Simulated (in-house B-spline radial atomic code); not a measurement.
**RPBE excitations of Ge V (Ge4+)**

Method: RPBE. Computed with an all-electron radial atomic-structure program (B-spline basis): linear response of the closed shell [Ar] 3d10 with the functional's adiabatic kernel; non-relativistic, point nucleus, no spin-orbit coupling, no double excitations, S, P, D and F terms only. Only terms of natural parity with L up to 3 were computed.

Without relativity these are model numbers for so heavy an element.

Command:
```bash
python run_td.py task.json out
```
Settings (radii: box in bohr, nucleus in fm):
```
Z                        32
electrons                28
configuration            [Ar] 3d10
hamiltonian              nr
method                   rpbe,pbe
box_radius               19.1
intervals                54
```

Cost of the run: 0.5 s on 1 thread of Intel(R) Xeon(R) 6975P-C (Granite Rapids) (shared host).

The lowest states, in the order of their Tamm-Dancoff energies; the method's threshold (minus the highest occupied level) is 78.44 eV. Labels give the largest channel, * marks a mixed state, and oscillator strengths are full-response dipole values. Semilocal kernels can invert the small singlet-triplet splittings of Rydberg terms. Energies in eV:

| state | full response | Tamm-Dancoff | oscillator strength |
| --- | --- | --- | --- |
| 3d → 4s 3D | ? | ? | - |
| 3d → 4s 1D | 27.146 | 27.155 | - |
| 3d → 4p 3P | 37.03 | 37.05 | - |
| 3d → 4p 3F | 37.14 | 37.16 | - |
| 3d → 4p 1F | 37.56 | 37.56 | - |
| 3d → 4p 1P | 38.56 | 38.64 | 0.514 |
| 3d → 4d 3S | 52.11 | 52.14 | - |
| 3d → 4d 3D | 52.74 | 52.75 | - |
| 3d → 4d 1D | 53.22 | 53.24 | - |
| 3d → 5s 3D | ? | ? | - |
| 3d → 5s 1D | 56.03 | 56.04 | - |
| 3d → 4d 1S | 56.31 | 56.80 | - |
| 3d → 5p 3P | 59.45 | 59.45 | - |
| 3d → 5p 3F | 59.49 | 59.50 | - |
| 3d → 5p 1F | 59.61 | 59.61 | - |
| 3d → 5p 1P | 59.83 | 59.85 | 0.0471 |

**Question.** Where does 3d → 5s 3D lie?

**Answer.** At 55.87 eV in full response, 55.87 eV in Tamm-Dancoff.

**Question.** Where does 3d → 4s 3D lie?

**Answer.** At 26.504 eV in full response, 26.523 eV in Tamm-Dancoff.

**Question.** How large is the singlet-triplet splitting of 3d → 4s (D terms) in Tamm-Dancoff?

**Answer.** 0.632 eV, from the unrounded values.

**Question.** What polarisabilities and dispersion coefficient does the method give?

**Answer.** Dipole 0.8481 bohr³, quadrupole 1.283 bohr⁵, C6 1.617 hartree·bohr⁶ for two such species.
